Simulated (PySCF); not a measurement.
Q: Write Cartesian coordinates for `CO[SiH2][O][GeH3]` as optimised with PBE0-D3(BJ)/def2-SVP.

A: 
```xyz
13
CH8GeO2Si angstrom
C     -2.711    0.716   -0.128
O     -1.391    0.302   -0.324
Si    -0.847   -0.814   -1.432
O      0.766   -0.947   -1.157
Ge     1.818   -0.120    0.028
H     -3.118    1.240   -1.012
H     -2.743    1.414    0.722
H     -3.384   -0.131    0.106
H     -1.105   -0.335   -2.823
H     -1.532   -2.124   -1.218
H      1.723    1.400   -0.187
H      1.376   -0.511    1.448
H      3.231   -0.637   -0.276
```

Any rigid rotation of these coordinates is as good. Atoms count from 1 in this order. The O–Si distances run from 1.641 Å (Si3–O4, drawn single) to 1.664 Å (O2–Si3, drawn single), a spread of 0.023 Å. Ge5 (germanium bonded to O and 3 H) is distorted tetrahedral (angles from 104.7° to 111.3°). The 5 heavy atoms lie in one plane (0.013 Å rms). Si3 (oxygen-bound silicon) is distorted tetrahedral (angles from 105.3° to 110.8°).

Bonds between heavy atoms (Å): C1–O2 1.397, O2–Si3 1.664, Si3–O4 1.641, O4–Ge5 1.787.

Method used: PySCF, PBE0-D3(BJ)/def2-SVP geometry optimisation, gas phase.

Stationary, but not proved a minimum. One conformer, not necessarily the lowest (C1–O2–Si3–O4 -177°, O2–Si3–O4–Ge5 -1°).

On Arm Neoverse V2, one thread (shared host), this took 67 s and 0.55 GiB of memory at its peak. That covers the optimisation of the geometry.
